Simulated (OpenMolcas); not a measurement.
Ta I.

```
Program             : OpenMolcas
Method              : CASSCF
Basis               : ANO-R2 [8s6p5d3f1g]
Scalar Hamiltonian  : X2C, finite nucleus
Active space        : 3 electrons in 5 orbitals (5d)
State averaging     : 2S+1 = 4 even, 10 roots; 2S+1 = 2 even, 40 roots
Spin-orbit coupling : RASSI with atomic mean-field integrals over the reference wave functions, term energies averaged over their components
```

Levels without dynamic correlation, in cm⁻¹ above 5d³ 6s² ⁴F_3/2:

| Level | E |
| --- | --- |
| 5d³ 6s² ²G_7/2 | 13094 |
| 5d³ 6s² ⁴P_1/2 [70 %] | 11308 |
| 5d³ 6s² ²P_1/2 [70 %] | 17257 |
| 5d³ 6s² ²H_11/2 | 18304 |
| 5d³ 6s² ²D_5/2(1) | 20059 |
| 5d³ 6s² ²F_7/2 | 26245 |
| 5d³ 6s² ²D_5/2(2) | 39443 |

On this reference, MS-CASPT2, IPEA 0.25 Eh, imaginary shift 0.1 Eh (closed shells correlated: 5s 5p 6s) puts 5d³ 6s² ²G_7/2 at 10860 cm⁻¹.

**Question.** Estimate the other levels at that method by one scale factor, and say how well it serves.

**Answer.** The factor is 10860 / 13094 = 0.829. Scaled values beside those that MS-CASPT2 gives and measured ones (NIST Handbook of Basic Atomic Spectroscopic Data):
| Level | Scaled | MS-CASPT2 | Miss (%) | Measured |
| --- | --- | --- | --- | --- |
| 5d³ 6s² ⁴P_1/2 [70 %] | 9374 | 8950 | +4.7 | 6049 |
| 5d³ 6s² ²P_1/2 [70 %] | 14306 | 13940 | +2.6 |  |
| 5d³ 6s² ²H_11/2 | 15174 | 16580 | -8.5 |  |
| 5d³ 6s² ²D_5/2(1) | 16629 | 16090 | +3.3 |  |
| 5d³ 6s² ²F_7/2 | 21757 | 21420 | +1.6 |  |
| 5d³ 6s² ²D_5/2(2) | 32698 | 32060 | +2.0 |  |
For these levels the scaled values miss MS-CASPT2 by up to 8.5 %, as correlation changes each term by its own factor, spin-orbit parts do not scale and CASPT2 has its own spread within terms. This holds within one configuration; levels of others move differently, and the target method has errors of its own against measurement.

CASPT2 does not keep the components of a term degenerate, so their means are used; among the terms shown or strongly mixed into the levels shown the widest spread is 1000 cm-1 (5d³ 6s² ⁴F, MS-CASPT2). With the s shell closed, the reference lacks s² → p², s² → d² and s → d mixing, so excited terms can stand far too high and out of order, with CASPT2 too. Without dynamic correlation excited terms often stand tens of per cent too high (terms of higher spin than the ground term too low), and those without a measured partner can miss by more than the paired ones (holds for CASSCF). The CASPT2 spread within a term exceeds the gap to the next term for 5d³ 6s² ⁴P and 5d³ 6s² ²G, so the order of their levels is uncertain (holds for MS-CASPT2). Some terms miss by over 15 % even with CASPT2, which points to a basis or an active space too small for the shells correlated (holds for MS-CASPT2). Computed and measured levels are paired by configuration, term and J; levels that our copy of the source lacks, or whose pairing is in doubt (as where it misses far off the trend of its configuration), stay unpaired and out of the deviations. Only configurations of the active space appear.

A share in square brackets marks a mixed level and gives the weight of the term that names it, the lowest over the columns. A number in round brackets counts repeated terms of one configuration in the order of the reference energies.
